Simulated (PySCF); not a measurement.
[Hf(F)2(H)2] (charge 0, multiplicity 1)

Computed with TPSSh-D3(BJ)/def2-TZVP // PBE-D3(BJ)/def2-SVP run with PySCF.

| Quantity | Value |
|---|---|
| HOMO | -8.08 eV |
| dipole moment | 0.16 D |
| LUMO | -2.38 eV |
| HOMO–LUMO gap | 5.70 eV |
| charge on the central atom (Mulliken) | 1.18 e |
| total energy | -249.1308 Ha |
| cost | about 70 core-seconds (a rough figure) |

```xyz
5

Hf     0.0436     0.0344    -0.0382
F      1.8267    -0.5632    -0.3399
F     -0.4201     1.6717    -0.8935
H     -1.1184    -1.2816    -0.6347
H     -0.1971     0.2448     1.7881
```
